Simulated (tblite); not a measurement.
Run record: tight-binding relaxation, `CC(C)COC=C=O`.

Computed with GFN2-xTB geometry optimisation, gas phase (tblite 0.8.0). Start geometry: from a force field or distance geometry. The input is one job of a driver script: a line of settings, then coordinates in Å.

Command:
```bash
OMP_NUM_THREADS=1 python probes_run.py task.json out
```

Input:
```
{"job": {"kind": "relax", "xc": "GFN2-xTB", "basis": "xTB"}, "charge": 0, "multiplicity": 1}
C     -1.737900    -1.101500    -0.710600
C     -0.942400     0.158100    -0.387500
C     -1.535800     0.870900     0.831100
C      0.533100    -0.201400    -0.138600
O      1.284500     0.997600     0.060100
C      2.626200     0.861800     0.289400
C      3.257200    -0.268600     0.353200
O      3.818900    -1.301200     0.417900
H     -1.338200    -1.601500    -1.595700
H     -2.795400    -0.844800    -0.912200
H     -1.733100    -1.816100     0.117700
H     -0.991800     0.838300    -1.229800
H     -1.018900     1.809300     1.050100
H     -2.589800     1.126300     0.637000
H     -1.507000     0.257600     1.727900
H      0.923400    -0.751400    -0.986400
H      0.619300    -0.837800     0.766400
H      3.119100     1.810600     0.418400
```

Output:
```
step      E/eV     max force
  0    -708.15485    0.956
  1    -708.18139    1.401
  2    -708.17764    1.666
  3    -708.19449    0.192
  4    -708.19736    0.150
  5    -708.20437    0.403
  6    -708.20728    0.263
  7    -708.20962    0.095
  8    -708.21090    0.142
  9    -708.21174    0.121
... (29 lines left out)
 39    -708.21477    0.013
 40    -708.21480    0.013
 41    -708.21483    0.017
 42    -708.21486    0.020
 43    -708.21489    0.016
 44    -708.21491    0.010
 45    -708.21493    0.011
 46    -708.21495    0.013
 47    -708.21496    0.011
 48    -708.21497    0.009
```

«max force» is the largest atomic force in eV/Å.

Problem. From which step on does the largest force stay under 0.1 eV/Å, and how much energy is left to gain from there?

Solution. From step 10 (0.049 eV/Å), 2.8 meV above the end.

Main results: energy lowered by 1.4 kcal/mol over 48 steps; largest atomic force 0.009 eV/Å at the end.

Hardware: Arm Neoverse N1, one thread, on a shared host.
Labels such as C1 count atoms from 1, the log's own numbers from 0.
